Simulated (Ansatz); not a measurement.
System: C₂H₈ClSi₂ (charge 0, doublet). SMILES: [SiH]([CH2])(C)[SiH2]Cl

Atoms: C1, Si2, C3, Si4, Cl5, H6, H7, H8, H9, H10, H11, H12, H13. Bonds: C1-Si2, C1-H6, C1-H7, Si2-C3, Si2-Si4, Si2-H8, C3-H9, C3-H10, C3-H11, Si4-Cl5, Si4-H12, Si4-H13.

Bond lengths (Å) and angles (degrees) optimised at HF/STO-3G with Ansatz (a first-principles code); B3LYP/LANL2DZ with Ansatz; B3LYP/6-31G* with Ansatz, each started from the B3LYP-D3(BJ)/def2-TZVP structure (Ansatz) of the last column. A row stands for all coordinates that are equal there; 13 of 29 kinds are shown. 6-31G* holds six Cartesian d functions. No wavenumbers were computed at HF/STO-3G, B3LYP/LANL2DZ, so these may be saddle points.

```tsv
coordinate	HF/STO-3G	B3LYP/LANL2DZ	B3LYP/6-31G*	B3LYP-D3(BJ)/def2-TZVP
C1-Si2	1.841	1.858	1.849	1.835
C1-H6	1.080	1.090	1.088	1.084
Si2-C3	1.865	1.899	1.893	1.878
Si2-Si4	2.265	2.367	2.366	2.355
Si2-H8	1.426	1.490	1.495	1.487
C3-H9	1.082	1.097	1.096	1.091
Si4-Cl5	2.102	2.212	2.103	2.087
Si4-H12	1.425	1.481	1.488	1.481
C1-Si2-C3	110.7	112.7	112.5	112.4
C1-Si2-Si4	110.9	109.8	109.7	107.7
C3-Si2-Si4	110.4	108.4	109.6	108.0
Si2-Si4-Cl5	110.5	107.4	110.2	107.2
Si2-C1-H6	122.4	122.1	122.5	122.1
```

Mean signed difference of all 12 bond lengths from B3LYP-D3(BJ)/def2-TZVP: HF/STO-3G -0.024 Å, B3LYP/LANL2DZ 0.018 Å, B3LYP/6-31G* 0.008 Å.
